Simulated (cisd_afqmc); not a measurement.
Input (AFQMC/CISD/cc-pVDZ; cisd_afqmc is a phaseless AFQMC code with CISD trial states that reads the integrals written by Ansatz):

Ansatz 0.2 input:
```python
import cisd_afqmc

open("ham.yaml", "w").write("""\
crystal:
  periodic: [false, false, false]
  atoms:
    - {symbol: Ga, position_ang: [0.00000000, 0.00000000, 0.00000000]}
    - {symbol: F, position_ang: [0.00000000, 0.00000000, 1.67033866]}
    - {symbol: F, position_ang: [-0.00000000, -0.00000000, -1.67033866]}
basis:
  gaussian:
    orbitals: cc-pVDZ
total_charge: 1
magnetization: {spin_polarized: false}
correlation: {method: ccsd, electrons: outside_noble_gas, hamiltonian_folder: ham}
""")
rep = cisd_afqmc.ansatz("ham.yaml")
e_ccsd = rep["correlation"]["coupled_cluster"]["energy"]["hartree"]
out = cisd_afqmc.run("ham", e_ccsd, trial="CISD", walkers=200, populations=8, threads=8, dt=0.005, steps=40, early=24, settle=10, least=32,
    cut=5e-5, rank_cut=2e-4, target=0.0004, seconds=1500, seed=1, memory=17280, gpu=False)
```

Output:

```
orbitals 39, occupied [8], factors 207 of 582, rank of the doubles 105 of 248
E(HF) = -2121.825177
E(CCSD) on the cut factors = -2122.258409, shift to the whole factors 0.000003
Energy of the trial state on the determinant = -2122.258421
  tau behind 7.2 of longer steps, mean of the populations' last blocks
   2.0  -2122.26860
   4.0  -2122.26831
   6.0  -2122.27080
   8.0  -2122.27003
  10.0  -2122.26864
  12.0  -2122.26885
blocks 498 (0 outliers left out), error by blocks joined: 1: 0.00025, 2: 0.00029, 4: 0.00034, 8: 0.00035, 16: 0.00040
E(AFQMC/CISD) = -2122.26912 +/- 0.00040
```
